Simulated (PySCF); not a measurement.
**Polarisability and C₆ of Si⁻ (silicon, charge -1)**

[Ne] 3s2 3p3, high-spin 4S determinant. Computed with PySCF 2.14 in aug-cc-pwCVQZ, with no relativity, point nucleus. Coupled (time-dependent) response in atomic units; α is the mean over directions.

| method | mean α (bohr³) | C₆ (like pair) | S(−4) |
| --- | --- | --- | --- |
| wB97M-V | 146.0 | 2089 | 12640 |

S(−4) is the Cauchy moment in α(ω) = α(0) + S(−4) ω² + …

α(iu) at wB97M-V:

| u (hartree) | α(iu) (bohr³) |
| --- | --- |
| 0 | 146.0 |
| 0.0500 | 122.1 |
| 0.100 | 87.87 |
| 0.200 | 47.41 |
| 0.300 | 28.77 |
| 0.500 | 13.57 |
| 0.750 | 6.947 |
| 1.00 | 4.222 |
| 1.50 | 2.073 |
| 2.00 | 1.260 |
| 3.00 | 0.6402 |
| 5.00 | 0.2841 |

For an ion, C₆ is the dispersion term alone; charge-induced terms of lower order in 1/R come first.
